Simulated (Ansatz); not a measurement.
Calculated with Ansatz (gas phase, PBE0-D4/def2-TZVP geometries, no zero-point term in ΔE). CCSD(T)/CBS is the MP2 limit (def2-TZVPP, def2-QZVPP) plus CCSD(T) − MP2 in def2-TZVPP, frozen cores. def2 core potentials past Kr. For Sn outer-core shells are correlated without core-valence functions, which leaves a few kJ/mol of doubt a bond. Each species was taken in one conformer, which may not be the lowest.

`[CH3][SnH2][CH2]Cl` + `CCOC(=O)CC` → `CCOC(=O)CCCCl` + `[CH3][SnH3]`  (formal exchange of groups at a C–Sn bond)

```csv
species,CCSD(T)/def2-TZVPP energy (Eh)
`[CH3][SnH2][CH2]Cl`,-753.64265
`CCOC(=O)CC`,-346.46941
`CCOC(=O)CCCCl`,-844.83995
`[CH3][SnH3]`,-255.27077
```

Problem. Work out ΔE.

Solution. ΔE = (-844.83995) + (-255.27077) − (-753.64265) − (-346.46941) = 0.00134 Eh = +0.8 kcal/mol. CCSD(T)/CBS gives +2.2 kcal/mol.

Largest T1 diagnostic among the species: 0.013.

From PBE to PBE0 (25 % exact exchange), in def2-TZVPP and without D4, ΔE moves by −0.7 kcal/mol.
